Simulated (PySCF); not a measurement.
The first ionisation energy along the 4p block

Calculated with PySCF 2.14 from differences of total energies of unrestricted determinants, without spin-orbit coupling. Values in eV. The last column holds reference values (NIST; (s) semi-empirical, (t) theoretical, else measured). Unmarked ones compare directly (S terms, centres of terms, or small fine structure); those marked * lie between the lowest fine-structure levels and include a spin-orbit shift.

```json
{"element": "Ga (aug-cc-pVQZ-PP with ECP10MDF, ECP)", "configurations": "[Ar] 3d10 4s2 4p1 → [Ar] 3d10 4s2", "UHF": "5.535", "LDA": "6.002", "PBE": "5.928", "r2SCAN": "6.091", "SCS-MP2 (valence)": "5.752", "CCSD(T) (valence)": "5.842", "reference": "5.931"}
{"element": "Ge (aug-cc-pVQZ-PP with ECP10MDF, ECP)", "configurations": "[Ar] 3d10 4s2 4p2 → [Ar] 3d10 4s2 4p1", "UHF": "7.402", "LDA": "7.966", "PBE": "7.850", "r2SCAN": "8.022", "SCS-MP2 (valence)": "7.704", "CCSD(T) (valence)": "7.831", "reference": "7.925"}
{"element": "As (aug-cc-pVQZ-PP with ECP10MDF, ECP)", "configurations": "[Ar] 3d10 4s2 4p3 → [Ar] 3d10 4s2 4p2", "UHF": "9.409", "LDA": "9.981", "PBE": "9.844", "r2SCAN": "10.065", "SCS-MP2 (valence)": "9.778", "CCSD(T) (valence)": "9.928", "reference": "10.008"}
{"element": "Se (aug-cc-pVQZ-PP with ECP10MDF, ECP)", "configurations": "[Ar] 3d10 4s2 4p4 → [Ar] 3d10 4s2 4p3", "UHF": "8.541", "LDA": "9.846", "PBE": "9.605", "r2SCAN": "9.655", "SCS-MP2 (valence)": "9.430", "CCSD(T) (valence)": "9.500", "reference": "9.635"}
{"element": "Br (aug-cc-pVQZ-PP with ECP10MDF, ECP)", "configurations": "[Ar] 3d10 4s2 4p5 → [Ar] 3d10 4s2 4p4", "UHF": "10.708", "LDA": "12.026", "PBE": "11.748", "r2SCAN": "11.830", "SCS-MP2 (valence)": "11.690", "CCSD(T) (valence)": "11.732", "reference": "11.844"}
{"element": "Kr (aug-cc-pVQZ-PP with ECP10MDF, ECP)", "configurations": "[Kr] → [Ar] 3d10 4s2 4p5", "UHF": "13.038", "LDA": "14.284", "PBE": "13.990", "r2SCAN": "14.122", "SCS-MP2 (valence)": "14.070", "CCSD(T) (valence)": "14.089", "reference": "14.222"}
```

Question: Which of these methods has the smallest mean absolute error against the measured values here?

Answer: r2SCAN, with 0.074 eV.

```json
{"method": "UHF", "elements": "6", "mean error (eV)": "-0.822", "mean absolute error (eV)": "0.822", "largest error (eV)": "-1.184"}
{"method": "LDA", "elements": "6", "mean error (eV)": "0.090", "mean absolute error (eV)": "0.099", "largest error (eV)": "0.211"}
{"method": "PBE", "elements": "6", "mean error (eV)": "-0.100", "mean absolute error (eV)": "0.100", "largest error (eV)": "-0.232"}
{"method": "r2SCAN", "elements": "6", "mean error (eV)": "0.037", "mean absolute error (eV)": "0.074", "largest error (eV)": "0.160"}
{"method": "SCS-MP2 (valence)", "elements": "6", "mean error (eV)": "-0.190", "mean absolute error (eV)": "0.190", "largest error (eV)": "-0.230"}
{"method": "CCSD(T) (valence)", "elements": "6", "mean error (eV)": "-0.107", "mean absolute error (eV)": "0.107", "largest error (eV)": "-0.135"}
```

Errors include the incompleteness of the basis and the frozen core.

"Valence" correlates the outer s and p shells and, in groups 3 to 12 and the f block, the outer d or f shell, open or full, or the next shell where the ion has no valence electron left; the wider scheme adds the next inner shell.
